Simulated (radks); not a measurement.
Question: Er V, configuration [Kr] 4d10 4f10.25 5s1.75 5p6 (fractional occupations, a model configuration). Calculated with a radial shooting solver on a logarithmic mesh with Libxc functionals: Dirac Kohn-Sham, BLYP, spin-unpolarised, spherical densities, finite nucleus; open shells are shared between the two j in proportion to 2j + 1; Fermi nuclear charge, rms radius 5.2516 fm. Some entries of the table are withheld. Estimate them.

| orbital | occ. | eigenvalue (eV) | r(max) (bohr) | <1/r> (bohr^-1) |
|---|---|---|---|---|
| 1s1/2 | 2 | -57353.51 | 0.01286 | 77.54 |
| 2s1/2 | 2 | -9675.179 | 0.07342 | 18.65 |
| 2p1/2 | 2 | -9219.424 | 0.05512 | 18.63 |
| 2p3/2 | 4 | -8302.347 | 0.06134 | 16.15 |
| 3s1/2 | 2 | -2210.521 | 0.2074 | 6.824 |
| 3p1/2 | 2 | (1) | 0.1950 | 6.741 |
| 3p3/2 | 4 | (2) | 0.2080 | 6.109 |
| 3d3/2 | 4 | -1474.495 | 0.1642 | 5.994 |
| 3d5/2 | 6 | -1432.417 | 0.1678 | 5.840 |
| 4s1/2 | 2 | -479.3477 | 0.4740 | 2.861 |
| 4p1/2 | 2 | -399.2062 | (3) | 2.753 |
| 4p3/2 | 4 | -355.5870 | (4) | 2.535 |
| 4d3/2 | 4 | -223.4513 | 0.5058 | 2.318 |
| 4d5/2 | 6 | -215.4772 | 0.5147 | 2.265 |
| 5s1/2 | 1.75 | -98.6693 | 1.092 | 1.110 |
| 5p1/2 | 2 | -75.6014 | 1.178 | 0.9960 |
| 5p3/2 | 4 | -69.2066 | 1.254 | 0.9238 |
| 4f5/2 | 4.39286 | -55.6393 | 0.4993 | 1.765 |
| 4f7/2 | 5.85714 | -54.4213 | 0.5042 | 1.742 |
| 5d3/2 | 0 | -38.4901 | 1.587 | 0.6807 |
| 5d5/2 | 0 | -37.8137 | 1.618 | 0.6672 |
| 6s1/2 | 0 | -33.9960 | (5) | 0.4725 |
| 6p1/2 | 0 | -27.8458 | 2.893 | 0.4222 |
| 6p3/2 | 0 | -26.5238 | 3.030 | 0.4042 |

Answer: 
(1) 3p1/2 eigenvalue (eV): -2010.231
(2) 3p3/2 eigenvalue (eV): -1817.673
(3) 4p1/2 r(max) (bohr): 0.4760
(4) 4p3/2 r(max) (bohr): 0.5036
(5) 6s1/2 r(max) (bohr): 2.571
